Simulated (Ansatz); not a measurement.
Molecule: sum formula HBO2Br, charge -1, multiplicity 1. It need not be the lowest isomer of its formula. Whether it binds its extra electron was not tested at this geometry. 
Structure (B3LYP-D3(BJ)/def2-TZVP (Ansatz, a quantum-chemistry and plane-wave program) minimum search):
```xyz
5

O     -0.8210     1.9372     0.4163
B     -0.8998     0.7010     0.1929
O     -1.9784    -0.1979     0.1021
Br     0.8474    -0.5074    -0.1534
H     -2.7648     0.3392     0.2567
```
Charge -1, spin multiplicity 1.

Basis-set convergence of Hartree-Fock and CCSD correlation energies (hartree) with Ansatz. Valence correlation only, unless marked. Spin-orbit coupling is left out. Frozen are the shells of the preceding noble gas and the d and f shells that filled before the atom's block. Non-relativistic.

```tsv
basis	functions	E(HF)	E(corr, CCSD)
aug-cc-pVDZ	114	-2747.58563	-0.63024
aug-cc-pVTZ	220	-2747.70407	-0.77473
aug-cc-pVQZ	379	-2747.71830	-0.82488
```

Extrapolating the two largest sets (X = 3 and 4) as X^-3: E(corr) = (64·(-0.82488) - 27·(-0.77473))/37 = -0.8615 Eh, an estimate of the basis-set limit. The largest set recovers 95.8 % of it, the smallest 73.2 %.
